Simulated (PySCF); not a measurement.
Geometry:
```
atom   x (Å)   y (Å)   z (Å)
 Al1   0.619  -0.560   0.935
  O2   0.146  -1.953   1.776
  O3   2.061   0.218   1.356
  O4  -0.318   0.071  -0.319
 Si5  -0.942   0.963  -1.551
  H6  -0.651  -2.450   1.588
  H7   2.648  -0.088   2.049
  H8  -2.092   0.234  -2.170
  H9  -1.434   2.283  -1.050
 H10   0.087   1.205  -2.609
```

[PySCF 2.14: GIAO B3LYP/pcSseg-1 (pcSseg-2 on Al) shieldings; PBE0-D3(BJ)/def2-SVP geometry; one averaged value for each set of equivalent atoms; gas phase; one computed conformer; no relativistic terms]

Shifts are taken against calculated references (same method and geometry level): TMS for ¹H and ²⁹Si; [Al(H2O)6]3+ for ²⁷Al; H2O for ¹⁷O.

```tsv
atoms	nucleus	count	δ (ppm)
O4	¹⁷O	1	?
H6/H7	¹H	2	1.20
Si5	²⁹Si	1	-47.6
O2/O3	¹⁷O	2	6.9
Al1	²⁷Al	1	103.7
H8/H9/H10	¹H	3	?
```

Q: Fill in the missing shifts.

A: 
- H8/H9/H10: 4.97 ppm, hydrogen on a silicon bonded to O
- O4: 7.1 ppm, oxygen bonded to Al, Si

The OH or NH signal is concentration- and solvent-dependent in practice; the value given is the gas-phase one. Experimental scales use liquid or dissolved standards, which lie at an offset from isolated H2O (liquid H2O: subtract about 36 ppm).
